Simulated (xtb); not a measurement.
1-fluoro-1-methylcyclopropane (C₄H₇F), SMILES CC1(F)CC1. All values are semi-empirical tight-binding results from xtb (GFN2-xTB unless named), good for trends rather than for accurate numbers. Geometry optimised at GFN2-xTB.

Optimised geometry:

```xyz
12

C      1.3544     0.7589    -0.3751
C      0.1356    -0.0636    -0.0583
F      0.3495    -1.3967    -0.3318
C     -1.2554     0.4282    -0.2939
C     -0.7497     0.2213     1.1110
H      1.6158     0.6478    -1.4262
H      1.1598     1.8061    -0.1656
H      2.1973     0.4247     0.2277
H     -1.9784    -0.2767    -0.6737
H     -1.3842     1.4349    -0.6595
H     -1.1376    -0.6205     1.6627
H     -0.5280     1.0849     1.7182
```

```
Item                                              Result
-----------------------------------------  -------------
point group as xtb finds it                           Cs
orbital gap                                      9.43 eV
dipole moment                                     2.31 D
zero-point energy                          62.5 kcal/mol
G − E(el) at 298.15 K (modified RRHO)      44.9 kcal/mol
static polarisability (D4 model)              46.9 bohr³
solvation energy, GFN2-xTB/ALPB(water)     -2.4 kcal/mol
solvation energy, GFN2-xTB/ALPB(methanol)  -4.4 kcal/mol
```

Give the IR lines (harmonic; lines under 4 % of the strongest left out, lines within 3 cm⁻¹ merged). (The exact figures need the calculation; the answer reports its results.)

ν (cm⁻¹): 387 (w), 439 (w), 731 (m), 912 (m), 951 (w), 965 (w), 1106 (m), 1109 (m), 1238 (vs), 1376 (m), 1404 (m), 1477 (m), 1490 (w), 3023 (m), 3031 (m), 3060 (m), 3097 (m), 3123 (m) (against the strongest line: vs over 80 %, s over 45 %, m over 15 %, w over 4 %, vw less)

Computed atomic charges and the Wiberg bond orders between heavy atoms:
charges (e) C1 -0.12, C2 0.18, F3 -0.26, C4 -0.08, C5 -0.08, H6 0.06, H7 0.05, H8 0.06, H9 0.06, H10 0.04, H11 0.06, H12 0.04. Bond orders C1–C2 1.01, C2–F3 0.92, C2–C4 0.96, C2–C5 0.96, C4–C5 0.97.
